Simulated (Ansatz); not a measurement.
CH$_{4}$Cl$_{2}$GeO$_{2}$ (`C[O][Ge]([OH])([Cl])[Cl]`) at its PBE0-D4/def2-TZVP geometry, where that method's forces vanish. Total charge 0; spin multiplicity 1.

```xyz
10

C     1.2290   -0.6228   -0.9184
O    -0.0394   -0.7490   -0.2978
Ge   -0.6868    0.5348    0.6958
O    -2.2782    0.0342    1.2034
Cl   -0.7485    2.3470   -0.4251
Cl    0.4943    0.8785    2.4235
H     1.2669    0.2450   -1.5843
H     1.3894   -1.5258   -1.5084
H     2.0298   -0.5401   -0.1768
H    -2.6565   -0.6018    0.5881
```

Q: What forces (eV/Å) does PBE-D4/def2-TZVPP give on these atoms in Ansatz 0.2.0? (An estimate is asked.)

A: Computed: 
```
C1   0.208  0.048 -0.088
O2  -0.206 -0.591 -0.178
Ge3  0.135  0.273  0.050
O4  -0.445  0.100  0.521
Cl5 -0.013  0.389 -0.231
Cl6  0.231  0.072  0.367
H7   0.033  0.182 -0.151
H8   0.040 -0.193 -0.129
H9   0.192  0.018  0.141
H10 -0.174 -0.298 -0.300
```
